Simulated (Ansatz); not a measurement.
A structure relaxed at r2SCAN-D4/def2-SVP in Ansatz, charge 0, singlet:

```xyz
13

Ge    0.343   -2.995    1.018
Ge   -1.686    0.075    1.731
Ge    0.470   -2.264   -1.622
Ge    2.361    0.969    0.640
Ge   -0.092    0.196   -2.009
Ge    1.721   -1.397    2.480
Ge   -1.411    2.894   -1.097
S    -1.305   -1.698   -0.072
S     1.049    1.937   -1.142
S     2.262   -1.477    0.042
S    -1.819    1.167   -2.828
S     0.605    0.707    2.226
S    -2.499    1.884    0.634
```

(1) Give its formula.

(2) Summarise the bond lengths by kind (pairs closer than 1.2 times the sum of covalent radii, bridged metal pairs left out).

Results:

(1) Ge₇S₆ (the lowest singlet isomer of a short search).

(2) 17 × Ge–S 2.14 to 2.64 Å; 3 × Ge–Ge 2.55 to 2.74 Å.

The structure comes from a short search, and lower isomers may exist.
